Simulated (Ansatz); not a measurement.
`[Cl][Ga]([Cl])[Cl]` + H₂S → `[SH][Ga]([Cl])[Cl]` + HCl at 600 K and 1 bar (ligand exchange at a Ga–Cl bond).

Computed with Ansatz on PBE0-D4/def2-TZVP structures; ΔE is electronic, products minus reactants. CBS: MP2 limit from def2 TZ/QZ plus the TZ coupled-cluster correction, frozen cores. This one scheme is used for every species. For Ga outer-core shells are correlated without core-valence functions, which leaves a few kJ/mol of doubt a bond. Scalar relativity is left out up to krypton. One conformer a species, not always the lowest.

| species | CCSD(T)/CBS energy (Eh) | H − E (kJ/mol) | S (J/(mol·K)) |
| --- | --- | --- | --- |
| `[Cl][Ga]([Cl])[Cl]` | -3303.43734 | 51.4 | 380.5 |
| H₂S | -398.97279 | 60.8 | 230.9 |
| `[SH][Ga]([Cl])[Cl]` | -3242.02309 | 78.9 | 413.9 |
| HCl | -460.38127 | 35.4 | 207.2 |

H − E and S are ideal-gas, rigid-rotor, harmonic terms from PBE0-D4/def2-TZVP, for one conformer and one mirror image of each species. 1 Eh = 2625.50 kJ/mol, R = 8.31446 J/(mol·K).

Task: By hand: ΔE, ΔH, ΔS and ΔG.

Result: ΔE = (-3242.02309) + (-460.38127) − (-3303.43734) − (-398.97279) = 0.00577 Eh = 15.1 kJ/mol. Δ(H − E) = 78.9 + 35.4 − 51.4 − 60.8 = 2.1, so ΔH = 17.2 kJ/mol. ΔS = 413.9 + 207.2 − 380.5 − 230.9 = 9.7 J/(mol·K). ΔG = 17.2 − 600 × (9.7)/1000 = 11.4 kJ/mol.

Task: By hand: the equilibrium constant, and the temperature at which ΔG would vanish if ΔH and ΔS stayed fixed.

Result: log₁₀ K = −ΔG/(RT ln 10) = -1.0. ΔG = 0 at ΔH/ΔS = 1773 K, though so small a ΔS makes that figure unsure.

TΔS isn't small against ΔH here. A doubt of 5 kJ/mol in ΔE shifts log₁₀ K by 0.4 here. Other conformers and mirror images would add mixing entropy, several J/(mol·K) or more a flexible species. These are equilibria of isolated gas molecules and say nothing of rates. Largest T1 diagnostic: 0.011 (customary marks: 0.02 for closed shells, 0.045 for open ones).
